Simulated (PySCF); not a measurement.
# Electron correlation in Pt⁺ (platinum, charge +1)

[Xe] 4f14 5d9, 2D determinant. Computed with PySCF 2.14 in aug-cc-pVDZ-PP with ECP60MDF (5s5p4d2f, 54 functions), with scalar relativity through the core potential. Frozen: 5s2 5p6; 9 electrons correlated.

```
  level  correlation energy (mhartree)
   CCSD                        -213.83
    (T)                          -5.99
CCSD(T)                        -219.82
```

Diagnostics: T1 = 0.016, D1 = 0.0557, largest double amplitude 0.055.

Spin-orbit coupling, absent here, splits the open shell strongly.

Cost of the coupled-cluster step: about 6 core-seconds, for 9 correlated electrons.

Iterations:

```
CC2 = 0
CCSD nocc = (np.int64(5), np.int64(4)), nmo = (50, 50)
frozen orbitals [[0, 1, 2, 3], [0, 1, 2, 3]]
max_cycle = 100
direct = 0
conv_tol = 1e-08
conv_tol_normt = 1e-06
diis_space = 8
diis_start_cycle = 0
Init t2, MP2 energy = -0.216802154185084
Init E_corr(UCCSD) = -0.216802154199238
cycle = 1  E_corr(UCCSD) = -0.21007953480117  dE = 0.0067226194  norm(t1,t2) = 0.0361881
cycle = 2  E_corr(UCCSD) = -0.212315071470495  dE = -0.00223553667  norm(t1,t2) = 0.015967
cycle = 3  E_corr(UCCSD) = -0.212854964966536  dE = -0.000539893496  norm(t1,t2) = 0.0112716
cycle = 4  E_corr(UCCSD) = -0.213536157851505  dE = -0.000681192885  norm(t1,t2) = 0.00785409
cycle = 5  E_corr(UCCSD) = -0.213648377334986  dE = -0.000112219483  norm(t1,t2) = 0.00498365
cycle = 6  E_corr(UCCSD) = -0.213721835204232  dE = -7.34578692e-05  norm(t1,t2) = 0.00287163
cycle = 7  E_corr(UCCSD) = -0.213800489588211  dE = -7.8654384e-05  norm(t1,t2) = 0.00198782
cycle = 8  E_corr(UCCSD) = -0.21381859055128  dE = -1.81009631e-05  norm(t1,t2) = 0.0014215
cycle = 9  E_corr(UCCSD) = -0.213818367275658  dE = 2.23275621e-07  norm(t1,t2) = 0.000572389
cycle = 10  E_corr(UCCSD) = -0.213827777713188  dE = -9.41043753e-06  norm(t1,t2) = 0.000265917
cycle = 11  E_corr(UCCSD) = -0.213826862396562  dE = 9.15316626e-07  norm(t1,t2) = 0.000159103
cycle = 12  E_corr(UCCSD) = -0.213826589840515  dE = 2.72556047e-07  norm(t1,t2) = 9.85985e-05
cycle = 13  E_corr(UCCSD) = -0.213826857223595  dE = -2.6738308e-07  norm(t1,t2) = 3.57123e-05
cycle = 14  E_corr(UCCSD) = -0.213826645571264  dE = 2.11652331e-07  norm(t1,t2) = 1.6626e-05
cycle = 15  E_corr(UCCSD) = -0.213826505366464  dE = 1.40204799e-07  norm(t1,t2) = 8.81201e-06
cycle = 16  E_corr(UCCSD) = -0.213826326197558  dE = 1.79168906e-07  norm(t1,t2) = 5.22286e-06
cycle = 17  E_corr(UCCSD) = -0.213826153736867  dE = 1.72460692e-07  norm(t1,t2) = 3.32789e-06
cycle = 18  E_corr(UCCSD) = -0.21382608297213  dE = 7.07647371e-08  norm(t1,t2) = 1.71628e-06
cycle = 19  E_corr(UCCSD) = -0.213826082548156  dE = 4.23973162e-10  norm(t1,t2) = 7.3273e-07
UCCSD converged
E(UCCSD) = -118.448169831214  E_corr = -0.2138260825481564
UCCSD(T) correction = -0.00599175432849223
```
